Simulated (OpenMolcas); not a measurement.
Mo3+ with 6 ligands (oxide) in octahedral coordination (Oh) at 2.07 Å. A charge of +1.5 e stands 2.6 Å behind each ligand. Ligand basis ANO-RCC-VDZP.

- Program: OpenMolcas 26.06
- Method: CASSCF
- Basis: ANO-RCC-VDZP [6s5p3d1f]
- Scalar Hamiltonian: DKH2, point nucleus
- Active space: 3 electrons in 5 orbitals (4d)
- State averaging: 2S+1 = 4 even, 10 roots; 2S+1 = 2 even, 40 roots
- Spin-orbit coupling: RASSI with atomic mean-field integrals over the reference wave functions

Task: What is the spin-free ground state (labels of O, the rotations of Oh)?

Result: 4A2, 1-fold in its orbital part; it has the highest spin that d3 allows.

Task: Where is the first state of the same spin?

Result: 4T2 at 16600 cm-1 above the ground state.

Task: What are the lowest two levels with spin-orbit coupling?

Result: A 4-fold level Γ8, then a 4-fold level Γ8 14140 cm-1 above it. Their leading multiplicities are 4 (100 %) and 2 (91 %).

Task: What is χT at 300 K, and how does it compare with the textbook value?

Result: The lowest level has 2S+1 = 4, for which the spin-only value is χT = S(S+1) / 2 = 1.875 cm3 K/mol (g = 2). The computed 1.735 at 300 K differs by -0.140, through orbital momentum, spin-orbit coupling and any other state in reach.

Task: Which ligand-field parameters describe the states?

Result: A least-squares ligand-field fit to the states below 45000 cm-1, each weighted by its degeneracy and with a free common offset, gives 10Dq = 16147 cm-1, B = 640 cm-1 and C = 2791 cm-1 (C/B = 4.36), with an rms deviation of 672 cm-1. The same method and metal basis give the free ion B = 802 cm-1 (fit to its terms below 60000 cm-1, rms deviation 39 cm-1), so the nephelauxetic ratio is β = 640 / 802 = 0.80; it hangs on how both fits weigh the states, and computed free-ion B values tend to be too large, so β mixes covalency with correlation.

Without dynamic correlation the repulsion within the d shell is too large (B by tens of per cent), so at a given field states of lower spin stand too high. The least metal-like active orbital is 76 % on the metal (Löwdin) and no ligand orbital is active, so the numbers are rough. The oxide ions are held by bare point charges, a crude embedding. With metal d orbitals alone the field can be off either way by tens of per cent. Ligand-to-metal charge-transfer states are missing. With no ligand orbital active B as a rule stays too high, so bands that hang on it stand too high and its fall with covalency is understated. No measured value stands beside these numbers; the geometry was imposed, not optimised, and the real ion may take another.
